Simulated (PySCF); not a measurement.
C5H5FSi, SMILES C(#C)[Si](C)(C#C)F. Geometry optimised at ωB97X-D3(BJ)/def2-SVP.

Computed equilibrium geometry at ωB97X-D3(BJ)/def2-SVP (PySCF confirms it by a frequency run) as bond lengths and angles, and its point group:
point group Cs.
Atoms: C1 C2 Si3 C4 F5 C6 C7 H8 H9 H10 H11 H12. Bonded distances (Å): C1–C2 1.214, C1–H8 1.078, C2–Si3 1.833, Si3–C4 1.852, Si3–F5 1.629, Si3–C6 1.833, C4–H9 1.101, C4–H10 1.101, C4–H11 1.102, C6–C7 1.214, C7–H12 1.078. Bond angles (°): C2–C1–H8 179.7, C1–C2–Si3 178.6, C2–Si3–C4 111.6, C2–Si3–F5 107.6, C2–Si3–C6 109.2, C4–Si3–F5 109.2, C4–Si3–C6 111.6, F5–Si3–C6 107.6, Si3–C4–H9 110.5, Si3–C4–H10 110.5, Si3–C4–H11 110.1, H9–C4–H10 108.8, H9–C4–H11 108.4, H10–C4–H11 108.4, Si3–C6–C7 178.6, C6–C7–H12 179.7.
Charge 0, spin multiplicity 1.
